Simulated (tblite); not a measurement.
Species: CH₈ClSi₃ (doublet state).
SMILES with atom numbers: `[CH2:1][SiH2:2][SiH2:3][SiH2:4][Cl:5]` (hydrogens: H6, H7 on C1; H8, H9 on Si2; H10, H11 on Si3; H12, H13 on Si4)

Computed with GFN2-xTB (tblite), gas phase: L-BFGS steps from a force-field or distance-geometry start until the largest atomic force falls under 0.01 eV/Å.

Step 40: E = -432.5222 eV
```
atom  x, y, z in Å  |  force x, y, z in eV/Å
C1      2.6313   -0.4898    0.4002   -0.015   0.041   0.039
Si2     1.2718   -0.3897   -0.8066    0.080  -0.046   0.000
Si3    -0.4492    1.0411   -0.0551    0.013   0.089   0.000
Si4    -2.3628   -0.1481    0.4781    0.017  -0.006   0.031
Cl5    -3.5782   -0.3015   -1.1370   -0.011   0.006  -0.029
H6      3.5220    0.1088    0.3088   -0.020   0.000   0.005
H7      2.5276   -0.9706    1.3608   -0.015  -0.003  -0.103
H8      0.6342   -1.7023   -1.0042   -0.007  -0.011   0.010
H9      1.7734    0.0696   -2.1063    0.005   0.010   0.001
H10    -0.7293    2.1283   -1.0121    0.030  -0.058   0.017
H11    -0.0075    1.7712    1.1455   -0.017  -0.009  -0.009
H12    -3.1913    0.4086    1.5454   -0.042   0.007   0.020
H13    -2.0463   -1.5250    0.8648   -0.019  -0.017   0.018
```

Step 41: E = -432.5235 eV
```
atom  x, y, z in Å  |  force x, y, z in eV/Å
C1      2.6392   -0.4925    0.3984   -0.020   0.029   0.048
Si2     1.2777   -0.3923   -0.8042    0.039  -0.016  -0.008
Si3    -0.4490    1.0379   -0.0538    0.026   0.094   0.004
Si4    -2.3658   -0.1465    0.4788   -0.021  -0.021  -0.015
Cl5    -3.5850   -0.3052   -1.1384    0.028   0.016   0.015
H6      3.5227    0.1163    0.3114   -0.005   0.005   0.013
H7      2.5414   -0.9873    1.3524   -0.007   0.002  -0.101
H8      0.6408   -1.7045   -1.0038   -0.004  -0.012   0.005
H9      1.7709    0.0823   -2.1020    0.007  -0.004   0.003
H10    -0.7258    2.1219   -1.0155    0.026  -0.061   0.011
H11    -0.0154    1.7796    1.1439   -0.015  -0.029  -0.017
H12    -3.1937    0.4147    1.5433   -0.051   0.020   0.027
H13    -2.0624   -1.5239    0.8718   -0.004  -0.024   0.015
```

Step 42: E = -432.5244 eV
```
atom  x, y, z in Å  |  force x, y, z in eV/Å
C1      2.6451   -0.4922    0.3976   -0.016   0.014   0.040
Si2     1.2836   -0.3939   -0.8031   -0.007   0.013  -0.010
Si3    -0.4483    1.0369   -0.0539    0.021   0.050   0.013
Si4    -2.3690   -0.1447    0.4794   -0.039  -0.022  -0.031
Cl5    -3.5915   -0.3081   -1.1383    0.053   0.023   0.038
H6      3.5251    0.1213    0.3142    0.006   0.015   0.018
H7      2.5533   -1.0023    1.3434   -0.003   0.001  -0.078
H8      0.6458   -1.7055   -1.0023    0.000  -0.011   0.001
H9      1.7719    0.0908   -2.0989    0.008  -0.011  -0.001
H10    -0.7240    2.1172   -1.0178    0.020  -0.043  -0.010
H11    -0.0224    1.7850    1.1421   -0.006  -0.032  -0.009
H12    -3.1987    0.4189    1.5418   -0.044   0.025   0.018
H13    -2.0753   -1.5228    0.8781    0.007  -0.022   0.011
```

**Question.** Estimate the geometry and energy of step 43. (The exact step hangs on the optimiser's Hessian estimate; all steps are aligned on step 42, rigid shifts and turns removed.)

**Answer.** E = -432.5250 eV, largest force 0.068 eV/Å
```
atom  x, y, z in Å  |  force x, y, z in eV/Å
C1      2.6485   -0.4905    0.3976   -0.007   0.011   0.015
Si2     1.2875   -0.3943   -0.8028   -0.035   0.028  -0.005
Si3    -0.4475    1.0373   -0.0544    0.002  -0.007   0.019
Si4    -2.3718   -0.1436    0.4795   -0.033  -0.013  -0.014
Cl5    -3.5955   -0.3096   -1.1370    0.054   0.025   0.033
H6      3.5277    0.1240    0.3164    0.007   0.021   0.020
H7      2.5609   -1.0124    1.3361   -0.004  -0.008  -0.045
H8      0.6488   -1.7058   -1.0009    0.005  -0.007  -0.002
H9      1.7742    0.0947   -2.0972    0.008  -0.013  -0.008
H10    -0.7234    2.1142   -1.0192    0.014  -0.021  -0.032
H11    -0.0269    1.7871    1.1408    0.004  -0.023   0.009
H12    -3.2039    0.4214    1.5411   -0.028   0.021   0.002
H13    -2.0830   -1.5221    0.8822    0.012  -0.014   0.007
```

The energy changes by -0.0006 eV. The first-order estimate −F·Δx gives -0.0008 eV and the mean of the old and new forces, exact on a quadratic surface, -0.0006 eV. The step makes an angle of 76° with the force vector and moves no atom by more than 0.015 Å.

The cost below is that of the whole relaxation. Hardware: an Arm Neoverse V2 with one thread, no GPU, shared host with 192 logical CPUs at a one-minute load of 131. Cost: 0.91 s of wall time.
